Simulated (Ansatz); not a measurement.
A nudged elastic band was laid between two geometries of FGeH3O3 + H2 (10 atoms, charge 0, multiplicity 1).

Computed with RHF/def2-SVP (Ansatz).

* movable images: 3
* climbing image: no
* spring: 5.0 eV/Å²
* optimiser: quadratic models (default)
* start path: through a guess of the saddle point
* force threshold: 0.03 eV/Å
* iteration limit: 60
* end points: relaxed

Image 0:

```xyz
10
Properties=species:S:1:pos:R:3
Ge -0.326 -0.437 -0.396
F -0.001 0.335 1.100
O 1.160 -1.070 -0.996
H 1.850 -0.462 -1.215
O -0.977 0.742 -1.471
H -1.833 1.097 -1.281
O -1.463 -1.699 -0.109
H -1.189 -2.440 0.411
H 1.917 2.685 2.639
H 1.468 2.159 2.357
```

Image 4:

```xyz
10
Properties=species:S:1:pos:R:3
Ge 0.987 0.151 0.146
F -2.342 -0.022 1.141
O 1.568 -0.355 -1.416
H 1.163 -1.117 -1.804
O -0.413 1.225 -0.088
H -0.356 1.907 -0.740
O 0.328 -1.193 1.018
H -0.590 -1.144 1.260
H 2.109 0.871 0.859
H -1.851 0.588 0.663
```

(1) What changes between the two ends?

(2) What energy profile does the band end with?

(3) What is the geometry of the highest image?

The band took 57 iterations and of the order of 9 core-minutes.

Results:

(1) Bonds broken: Ge1–F2, H9–H10. Bonds formed: Ge1–H9, F2–H10. FGeH3O3 + H2 becomes FH + GeH4O3.

(2) The forces met the threshold. The highest image is number 3 of 0 to 4, 4.1 kcal/mol above the first end and 3.4 kcal/mol above the last; the last end lies 0.7 kcal/mol above the first. No image climbed, so the highest image needn't sit at the top of the path. A band with more images between the same ends climbed to 2.55 eV, so this one has probably stepped over the top. So few images can step over the top or miss a turn of the path. The orbitals stay closed-shell, which can raise the energy where a bond breaks towards radicals; this wasn't checked here.

```json
{"image": "0", "path coordinate (Å)": "0.00", "energy (kcal/mol)": "0.0", "Ge1–F2 (Å)": "1.71", "H9–H10 (Å)": "0.75", "Ge1–H9 (Å)": "4.90"}
{"image": "1", "path coordinate (Å)": "3.83", "energy (kcal/mol)": "0.1", "Ge1–F2 (Å)": "1.71", "H9–H10 (Å)": "0.75", "Ge1–H9 (Å)": "4.36"}
{"image": "2", "path coordinate (Å)": "7.67", "energy (kcal/mol)": "3.6", "Ge1–F2 (Å)": "1.71", "H9–H10 (Å)": "0.75", "Ge1–H9 (Å)": "3.12"}
{"image": "3", "path coordinate (Å)": "11.50", "energy (kcal/mol)": "4.1", "Ge1–F2 (Å)": "3.34", "H9–H10 (Å)": "2.73", "Ge1–H9 (Å)": "1.51"}
{"image": "4", "path coordinate (Å)": "15.34", "energy (kcal/mol)": "0.7", "Ge1–F2 (Å)": "3.48", "H9–H10 (Å)": "3.97", "Ge1–H9 (Å)": "1.51"}
```

(3) 
```xyz
10
Properties=species:S:1:pos:R:3:forces:R:3
Ge 0.547 -0.150 0.034 0.02 0.00 0.00
F -1.082 1.838 2.174 -0.10 0.02 0.02
O 1.653 0.002 -1.302 -0.01 0.01 -0.01
H 1.903 -0.800 -1.736 -0.01 0.00 0.01
O -0.802 0.944 -0.280 -0.01 0.01 0.05
H -1.073 1.084 -1.175 0.01 -0.02 -0.01
O 0.021 -1.815 -0.032 0.01 0.00 0.00
H -0.456 -2.173 0.701 -0.02 0.00 0.00
H 1.098 0.262 1.377 0.09 -0.04 -0.03
H -1.204 1.719 1.277 0.03 0.02 -0.02
```

The run took 4.8 min on 2 threads of Arm Neoverse V1, on a shared host, peak memory 0.26 GiB.
